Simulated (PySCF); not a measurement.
ScBr₂, doublet: data card

Method: UB3LYP in PySCF with Sc def2-SVP, Br def2-SVP; no relativity; density-fitted integrals.

The structure is a minimum.

Z-matrix (Å, degrees; charge 0 multiplicity 2):
```
Sc
Br 1 2.4495
Br 1 2.4495 2 140.05
```

```json
{"Point group": "C2v", "Bond lengths": "Sc–Br 2.450 Å (×2)", "Bond angles": "Br–Sc–Br 140.0°", "Principal polarisabilities": "79.4, 81.2, 93.9 bohr³", "Principal quadrupole moments (Buckingham, traceless) about the centre of mass": "-15.04, 3.51, 11.53 D Å", "Spin squared ⟨S²⟩": "0.752", "Zero-point energy": "3.9 kJ/mol", "Rotational symmetry number": "2", "Dipole moment": "3.23 D", "Rotational constants": "0.688, 0.02015, 0.01958 cm⁻¹", "Lowest empty level (α)": "-2.93 eV", "Heat capacity Cp at 298.15 K": "55.4 J/(mol K)", "Entropy at 298.15 K and 1 bar (electronic part: spin only)": "325.7 J/(mol K)", "Atomisation energy without zero-point energy": "820 kJ/mol", "Enthalpy at 298.15 K above 0 K": "14.34 kJ/mol", "Highest occupied level (α)": "-5.28 eV"}
```

Harmonic modes (masses in u: Sc 44.956, Br 78.918):
```
symmetry  ω (cm⁻¹)  IR (km/mol)
      a1        48          6.9
      a1       232         33.8
      b2       377          126
```

In C2v the vibrations span 2a1 + b2. Here b1 is antisymmetric to the molecular plane and b2 lies in it.

Charges (e):
```csv
atom,Mulliken,Löwdin,polar tensor,spin (Mulliken),Mayer order to Sc1
Sc1,0.56,0.11,1.34,1.05,–
"Br2,3",-0.28,-0.05,-0.67,-0.02,1.23
```

Mulliken populations on Sc1: s 6.61, p 12.40, d 1.39, f 0.03.

Outer orbital energies (eV). α occupied: -20.04, -9.26, -8.51, -8.07, -8.05, -7.97, -7.94, -5.28; empty: -2.93, -2.65, -2.13, -1.80. β occupied: -20.22, -20.06, -9.19, -8.50, -8.07, -8.05, -7.98, -7.94; empty: -2.90, -2.22, -2.00, -1.90.

Formally Sc is in oxidation state +2, d1, with 1 unpaired electron. The Mulliken spin on Sc is 1.05. The polar-tensor charge on Sc, 1.34, is below the formal one.

This need not be the most stable arrangement of these atoms. With open d or f shells other occupations or spin states may lie lower.

The final relaxation and frequency run took of the order of 6 core-minutes on a shared host.
